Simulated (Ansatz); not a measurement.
Species: AlBr3, SMILES `[Br][Al]([Br])[Br]` (charge 0, multiplicity 1).

Problem. Give a relaxed geometry from PBE0-D3(BJ)/def2-TZVP (Ansatz, an electronic-structure program).

Solution. the end point of this relaxation (outside a Z-matrix the atoms follow the SMILES, hydrogens last).
Cartesian coordinates (Å) in one orientation:
```xyz
4

Br    -1.817    -1.292     0.014
Al     0.000     0.000     0.000
Br     2.027    -0.928    -0.014
Br    -0.210     2.219     0.000
```
